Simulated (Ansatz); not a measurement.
Molecule: C₅H₁₁O, net charge 0, doublet state. It need not be the lowest isomer of its formula. 
Geometry from a B3LYP-D3(BJ)/def2-TZVP (Ansatz, a quantum-chemistry and plane-wave program) optimisation:
```xyz
17

C      2.9517     0.0742    -0.2688
C      1.7084    -0.3551     0.5049
C      0.4224     0.2534    -0.0472
C     -0.8344    -0.1753     0.7381
C     -2.1119     0.3657     0.2060
O     -2.5750    -0.0767    -1.0086
H      2.8826    -0.2213    -1.3184
H      3.8558    -0.3762     0.1452
H      3.0767     1.1592    -0.2399
H      1.8162    -0.0741     1.5578
H      1.6258    -1.4471     0.4900
H      0.3040    -0.0289    -1.0981
H      0.4946     1.3454    -0.0319
H     -0.7298     0.1381     1.7806
H     -0.8776    -1.2740     0.7551
H     -2.4181     1.3855     0.3988
H     -2.2480    -0.9703    -1.1689
```
Charge 0, spin multiplicity 2.

Total electronic energies in hartree. Valence correlation only, unless marked. UHF or UKS for open shells. No spin-orbit coupling. No relativistic terms. CBS(X,Y): correlation extrapolated as X^-3; Hartree-Fock from the larger set. The bracket is a focal-point correction in the basis named.

```
level                                                     program  energy (Eh)
-------------------------------------------------  --------------  -----------
HF/cc-pwCVTZ                                               Ansatz   -270.66167
RI-HF/cc-pVQZ                                              Ansatz   -270.67876
BLYP-D3(BJ)/def2-TZVPD                             Ansatz + dftd3            ?
r2SCANh/def2-TZVPD                                         Ansatz   -272.25392
RPA@PBE/cc-pVQZ                                            Ansatz   -272.56104
CCSD/STO-3G                                                Ansatz   -267.61131
CCSD/6-31G                                                 Ansatz   -271.06686
CCSD(T)/STO-3G                                             Ansatz   -267.61442
RI-MP2/CBS(cc-pVTZ,cc-pVQZ)+[CCSD(T)-MP2]/cc-pVTZ          Ansatz    -271.9956
```

Q: Fill in the missing entries.

A: 
- BLYP-D3(BJ)/def2-TZVPD, energy (Eh): -272.31848
